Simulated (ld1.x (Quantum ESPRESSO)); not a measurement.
# What the settings do to the TM potential of tungsten

Base potential:

```
Element                 : tungsten (W)
Generator               : ld1.x (Quantum ESPRESSO) 7.5
Type                    : norm-conserving Troullier–Martins (Kleinman–Bylander form)
Functional              : PBE
Relativity              : scalar-relativistic
Frozen core             : [Xe] 4f14
Valence charge          : 6
Reference configuration : 5d4 6s1 6p0 (charge +1)
Partial waves           : 6p (bound, empty): rc 3.60 bohr; 5d (bound): rc 2.05 bohr; 6s (bound): rc 2.00 bohr
Local potential         : the s channel
Core correction         : Bessel-smoothed model core inside 1.40 bohr
```

All-electron outer shells of the reference configuration (PBE, scalar-relativistic, ld1.x):

```json
{"shell": "4f", "level (eV)": "-40.69", "outermost node (bohr)": "–", "outermost maximum (bohr)": "0.43"}
{"shell": "6s", "level (eV)": "-12.18", "outermost node (bohr)": "1.28", "outermost maximum (bohr)": "2.58"}
{"shell": "5d", "level (eV)": "-11.73", "outermost node (bohr)": "0.63", "outermost maximum (bohr)": "1.49"}
{"shell": "6p", "level (eV)": "-6.81", "outermost node (bohr)": "1.52", "outermost maximum (bohr)": "3.35"}
```

Cutoffs, loose and tight: the cutoffs (Ry, on a coarse ladder) from which the occupation-weighted sum of valence levels, in a spherical-Bessel basis at the reference potential, stays within 10 and 1 mRy of its value at 400 Ry. They do not see the model core or the augmentation charge, which bear on the density cutoff. Test errors are all-electron minus pseudo excitation energies from the reference, over the configurations 5d4 6s2 6p0; 5d4 6s0 6p0; 5d3 6s0 6p0; 5d4 6s1.5 6p0; 5d2 6s0 6p0; 5d4 6s0 6p1; 5d4.5 6s1.5 6p0. A dash means not determined; rows that change the core or the reference have their own tests.

A true bound ghost makes a file unfit for plane-wave use even where its test errors are small: the radial tests pick states by their node count and pass the ghost by.

| change | outcome | cutoff, loose | cutoff, tight | bound ghosts | largest test error (meV) |
| --- | --- | --- | --- | --- | --- |
| base | generated | 30 Ry | 40 Ry | none | -803 |
| wave 6p (bound): rc 3.60 bohr becomes 6p (bound): rc 2.36 bohr | generated | 30 Ry | 40 Ry | p | -803 |
| wave 6p (bound): rc 3.60 bohr becomes 6p (bound): rc 2.62 bohr | generated | 30 Ry | 40 Ry | none | -803 |
| wave 6p (bound): rc 3.60 bohr becomes 6p (bound): rc 3.18 bohr | generated | 30 Ry | 40 Ry | none | -803 |
| wave 6p (bound): rc 3.60 bohr becomes 6p (bound): rc 3.54 bohr | generated | 30 Ry | 40 Ry | none | -803 |
| wave 6p (bound): rc 3.60 bohr becomes 6p (bound): rc 3.78 bohr | generated | 30 Ry | 50 Ry | none | -803 |
| wave 6p (bound): rc 3.60 bohr becomes 6p (bound): rc 4.16 bohr | generated | 30 Ry | 40 Ry | none | -803 |
| wave 6p (bound): rc 3.60 bohr becomes 6p (bound): rc 4.70 bohr | generated | 30 Ry | 50 Ry | none | -803 |
| wave 6p (bound): rc 3.60 bohr becomes 6p (bound): rc 5.08 bohr | generated | 30 Ry | 40 Ry | none | -803 |
| wave 6p (bound): rc 3.60 bohr becomes 6p (bound): rc 5.50 bohr | generated | 30 Ry | 45 Ry | none | -803 |

Reading the sweep of the p radius (base included, trends over the rows without a ghost): The loose cutoff stays near 30 Ry. The median size of the test errors (rows with all tests solved) is not monotonic: lowest 3.1 meV at 4.16 bohr, highest 11.2 meV at 5.5 bohr. Bound ghosts are found at 2.36 bohr.
